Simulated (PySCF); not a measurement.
wB97M-V on Ni⁺ (nickel, charge +1), [Ar] 3d8 4p1, one real determinant (an excited configuration). Computed with PySCF 2.14 in STO-3G (4s3p1d, 18 functions), with no relativity, point nucleus.

```
cycle= 1 E= -1490.46852818126  delta_E= -0.00286  |g|= 0.00357  |ddm|= 0.0564
cycle= 2 E= -1490.46853299248  delta_E= -4.81e-06  |g|= 0.000265  |ddm|= 0.00231
cycle= 3 E= -1490.4685330111  delta_E= -1.86e-08  |g|= 0.000106  |ddm|= 0.000542
cycle= 4 E= -1490.46853299377  delta_E= 1.73e-08  |g|= 2.45e-05  |ddm|= 0.000312
cycle= 5 E= -1490.46853299285  delta_E= 9.17e-10  |g|= 1.66e-07  |ddm|= 5.75e-05
converged SCF energy = -1490.46853299285  <S^2> = 3.7501846  2S+1 = 4.0000923
```

Highest occupied orbital energy: 3.816 eV; ⟨L²⟩ = 14.00; populations by l: s 6.00, p 13.00, d 8.00.

Q: Can this result be used?

A: Not for this state. Self-consistency was reached. ⟨L²⟩ = 14.00 against 20 for a pure G term, so this real determinant mixes terms. At wB97M-V the highest occupied level has a positive energy, so only the finite basis holds that electron; for this excited configuration the basis is too tight for the outer shell.
